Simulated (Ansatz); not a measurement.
Mulliken charges of Br$_{2}$FIn (`[F][In]([Br])[Br]`) from PBE/def2-TZVPP in Ansatz (PBE0-D4/def2-TZVP geometry).

```json
{"atom": "F1", "x (Å)": "0.421", "y (Å)": "1.189", "z (Å)": "1.538", "charge (e)": "-0.399"}
{"atom": "In2", "x (Å)": "0.028", "y (Å)": "0.027", "z (Å)": "0.049", "charge (e)": "0.926"}
{"atom": "Br3", "x (Å)": "1.204", "y (Å)": "-2.093", "z (Å)": "-0.038", "charge (e)": "-0.263"}
{"atom": "Br4", "x (Å)": "-1.597", "y (Å)": "0.817", "z (Å)": "-1.570", "charge (e)": "-0.263"}
```

Problem. By hand: the dipole of these point charges (1 e Å = 4.8032 D).

Solution. Σ q r = (-0.039, -0.114, -0.145) e Å, of length 0.189 e Å = 0.91 D.

Problem. How does the dipole of the full density compare? (Best estimate.)

Solution. Ansatz gave: (-0.054, -0.159, -0.204) e Å, 1.27 D; the point charges give 0.72 times that, at 0° from its direction.

Point charges leave out the atoms' own dipoles, such as those of lone pairs, and Mulliken's split depends on the basis, so the two needn't agree.
